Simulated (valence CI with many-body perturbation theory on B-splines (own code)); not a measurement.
# E1 transitions of Gd59+

Computed by configuration interaction combined with many-body perturbation theory (CI+MBPT): three valence electrons over a frozen Dirac-Fock core [He], radial functions for each j: 11 s, 11 p, 10 d, 8 f, 5 g, 2 h, with the one-electron correlation potential Σ1 (screened to all orders), the two-electron term Σ2, the three-electron term Σ3, Breit, model QED; selected single and double excitations, second order for the rest, scaled by the run's own slope (own B-spline code, finite nucleus).

No measured spectrum was set against this ion. As an estimate, large intervals hold to a few tenths of a per cent, small ones and those within an open d or f shell to about a per cent.

Lines 151 to 200 of 575 in falling wavelength, among levels below 11010 eV, chosen from the strongest by gf and those to the six lowest levels. Wavelengths and rates use the calculated energies. Electric multipoles are in the length gauge, E1 and E2 with the static RPA response of the core. Weak lines are less certain than strong ones. Lines between different terms over intervals too small for the method are left out, as are lines whose strength nearly cancels.

Levels are named by their leading jj configuration (3d3/2^4 stands for four electrons in 3d with j = 3/2), which in mixed levels can hold well under half, so a name can repeat and another be missing. Letters in brackets count levels of one name in rising energy.

| λ vac (Å) | Upper | Lower | A (s⁻¹) | log gf | Branch % |
| --- | --- | --- | --- | --- | --- |
| 13.24 | (2p3/2^2 3d5/2) J=5/2 [a] | (2s 2p3/2 3d5/2) J=3/2 [b] | 9.18e+11 | -0.84 | 0.1 |
| 13.22 | (2p3/2^2 3s) J=3/2 | (2s 2p3/2 3s) J=1/2 | 1.49e+12 | -0.80 | 0.9 |
| 13.20 | (2p3/2^2 3d5/2) J=5/2 [a] | (2s 2p3/2 3d5/2) J=5/2 [b] | 8.65e+11 | -0.87 | 0.1 |
| 13.19 | (2p3/2^2 3d5/2) J=3/2 | (2s 2p3/2 3d5/2) J=3/2 [b] | 1.14e+12 | -0.93 | 0.1 |
| 13.17 | (2p3/2^2 3d3/2) J=5/2 | (2s 2p3/2 3d5/2) J=3/2 [a] | 7.46e+11 | -0.93 | 0.1 |
| 13.15 | (2p3/2^2 3d5/2) J=3/2 | (2s 2p3/2 3d5/2) J=5/2 [b] | 7.78e+11 | -1.09 | 0.1 |
| 13.14 | (2p3/2^2 3p3/2) J=3/2 [a] | (2s 2p3/2 3p3/2) J=1/2 [b] | 1.64e+12 | -0.77 | 0.6 |
| 13.13 | (2p1/2 2p3/2^2) J=3/2 | (2s 2p1/2 2p3/2) J=1/2 | 1.66e+12 | -0.77 | 36.1 |
| 12.97 | (2p1/2 2p3/2 3d5/2) J=3/2 [a] | (2s 2p1/2 3d5/2) J=3/2 | 9.20e+11 | -1.03 | 0.1 |
| 12.95 | (2p1/2 2p3/2 3d5/2) J=5/2 [a] | (2s 2p1/2 3d5/2) J=5/2 [b] | 7.20e+11 | -0.96 | 0.1 |
| 12.93 | (2p1/2 2p3/2 3p3/2) J=3/2 [a] | (2s 2p1/2 3p3/2) J=3/2 [b] | 1.01e+12 | -0.99 | 0.4 |
| 12.87 | (2p1/2 2p3/2 3d3/2) J=5/2 [a] | (2s 2p1/2 3d3/2) J=5/2 | 1.04e+12 | -0.81 | 1.0 |
| 12.85 | (2p1/2 2p3/2^2) J=5/2 | (2s 2p1/2 2p3/2) J=3/2 [b] | 2.00e+12 | -0.53 | 47.3 |
| 12.84 | (2p1/2 2p3/2 3p1/2) J=3/2 [a] | (2s 2p1/2 3p1/2) J=3/2 | 9.51e+11 | -1.03 | 0.2 |
| 12.83 | (2p1/2 2p3/2 3s) J=3/2 [b] | (2s 2p1/2 3s) J=1/2 [b] | 1.55e+12 | -0.82 | 1.0 |
| 12.82 | (2s 2p3/2 3d5/2) J=3/2 [a] | (2s^2 3d3/2) J=3/2 | 1.33e+12 | -0.88 | 0.2 |
| 12.82 | (2p1/2 2p3/2 3d5/2) J=9/2 | (2s 2p1/2 3d5/2) J=7/2 | 1.68e+12 | -0.38 | 30.0 |
| 12.80 | (2p1/2 2p3/2 3p3/2) J=7/2 | (2s 2p1/2 3p3/2) J=5/2 | 1.92e+12 | -0.42 | 0.8 |
| 12.80 | (2p1/2 2p3/2 3d5/2) J=5/2 [a] | (2s 2p1/2 3d5/2) J=7/2 | 5.26e+11 | -1.11 | 0.1 |
| 12.79 | (2p1/2 2p3/2 3p3/2) J=3/2 [b] | (2s 2p1/2 3p3/2) J=1/2 | 8.97e+11 | -1.06 | 0.3 |
| 12.79 | (2p3/2^3) J=3/2 | (2s 2p3/2^2) J=3/2 | 4.44e+12 | -0.36 | 64.6 |
| 12.78 | (2p3/2^2 3p3/2) J=1/2 | (2s 2p3/2 3p3/2) J=1/2 [a] | 1.84e+12 | -1.04 | 0.7 |
| 12.78 | (2p3/2^3) J=3/2 | (2s 2p3/2^2) J=1/2 | 9.86e+11 | -1.02 | 14.3 |
| 12.76 | (2p3/2^2 3d5/2) J=5/2 [b] | (2s 2p3/2 3d5/2) J=3/2 [b] | 5.98e+11 | -1.06 | 0.1 |
| 12.75 | (2p3/2^2 3p3/2) J=3/2 [b] | (2s 2p3/2 3p3/2) J=3/2 [b] | 2.29e+12 | -0.65 | 0.8 |
| 12.74 | (2p3/2^2 3p3/2) J=5/2 | (2s 2p3/2 3p3/2) J=5/2 [a] | 1.34e+12 | -0.71 | 0.5 |
| 12.73 | (2p3/2^2 3d5/2) J=7/2 | (2s 2p3/2 3d5/2) J=7/2 [a] | 9.12e+11 | -0.75 | 11.1 |
| 12.73 | (2p1/2 2p3/2 3d5/2) J=5/2 [b] | (2s 2p1/2 3d5/2) J=3/2 | 8.29e+11 | -0.92 | 0.1 |
| 12.73 | (2p1/2 2p3/2 3d5/2) J=5/2 [b] | (2s 2p1/2 3d5/2) J=5/2 [b] | 5.63e+11 | -1.09 | 0.0 |
| 12.73 | (2p3/2^2 3d5/2) J=5/2 [b] | (2s 2p3/2 3d5/2) J=5/2 [b] | 1.81e+12 | -0.58 | 0.2 |
| 12.73 | (2s 2p3/2 3d5/2) J=7/2 [b] | (2s^2 3d5/2) J=5/2 | 2.48e+12 | -0.32 | 0.8 |
| 12.72 | (2p1/2 2p3/2 3d5/2) J=7/2 [a] | (2s 2p1/2 3d5/2) J=5/2 [a] | 1.53e+12 | -0.53 | 4.8 |
| 12.71 | (2p1/2 2p3/2 3d3/2) J=3/2 [b] | (2s 2p1/2 3d3/2) J=1/2 | 8.57e+11 | -1.08 | 0.1 |
| 12.71 | (2p3/2^2 3d3/2) J=3/2 [b] | (2s 2p3/2 3d3/2) J=1/2 [b] | 8.17e+11 | -1.10 | 0.1 |
| 12.70 | (2p1/2 2p3/2 3d3/2) J=5/2 [b] | (2s 2p1/2 3d3/2) J=3/2 [b] | 1.69e+12 | -0.61 | 0.2 |
| 12.69 | (2s 2p3/2 3p3/2) J=5/2 [b] | (2s^2 3p3/2) J=3/2 | 2.75e+12 | -0.40 | 1.7 |
| 12.68 | (2p1/2 2p3/2 3p1/2) J=5/2 | (2s 2p1/2 3p1/2) J=3/2 | 1.88e+12 | -0.57 | 0.3 |
| 12.67 | (2p1/2 2p3/2 3d3/2) J=7/2 | (2s 2p1/2 3d3/2) J=5/2 | 1.68e+12 | -0.49 | 12.0 |
| 12.67 | (2p1/2 2p3/2 3p3/2) J=5/2 [a] | (2s 2p1/2 3p3/2) J=3/2 [a] | 1.45e+12 | -0.68 | 0.5 |
| 12.66 | (2p3/2^2 3d3/2) J=3/2 [b] | (2s 2p3/2 3d3/2) J=5/2 [b] | 2.04e+12 | -0.71 | 0.3 |
| 12.65 | (2p1/2 2p3/2 3p1/2) J=3/2 [b] | (2s 2p1/2 3p1/2) J=1/2 [b] | 1.97e+12 | -0.72 | 0.5 |
| 12.65 | (2p1/2 2p3/2 3d5/2) J=7/2 [b] | (2s 2p1/2 3d5/2) J=5/2 [b] | 9.34e+11 | -0.75 | 0.1 |
| 12.63 | (2p1/2 2p3/2 3d3/2) J=3/2 [b] | (2s 2p1/2 3d3/2) J=3/2 [b] | 9.58e+11 | -1.04 | 0.1 |
| 12.62 | (2p3/2^2 3d5/2) J=7/2 | (2s 2p3/2 3d5/2) J=5/2 [a] | 8.72e+11 | -0.78 | 10.6 |
| 12.61 | (2p3/2^2 3p1/2) J=1/2 | (2s 2p3/2 3p1/2) J=3/2 [b] | 3.28e+12 | -0.81 | 0.9 |
| 12.60 | (2p1/2 2p3/2 3s) J=5/2 | (2s 2p1/2 3s) J=3/2 | 1.85e+12 | -0.58 | 1.9 |
| 12.60 | (2p1/2 2p3/2 3d3/2) J=1/2 [b] | (2s 2p1/2 3d3/2) J=1/2 | 1.76e+12 | -1.08 | 0.2 |
| 12.60 | (2p3/2^2 3s) J=1/2 | (2s 2p3/2 3s) J=3/2 [b] | 3.25e+12 | -0.81 | 3.3 |
| 12.59 | (2p1/2 2p3/2 3p1/2) J=1/2 | (2s 2p1/2 3p1/2) J=1/2 [a] | 1.94e+12 | -1.03 | 0.4 |
| 12.58 | (2s 2p3/2 3d3/2) J=5/2 [b] | (2s^2 3d3/2) J=3/2 | 2.48e+12 | -0.45 | 0.3 |
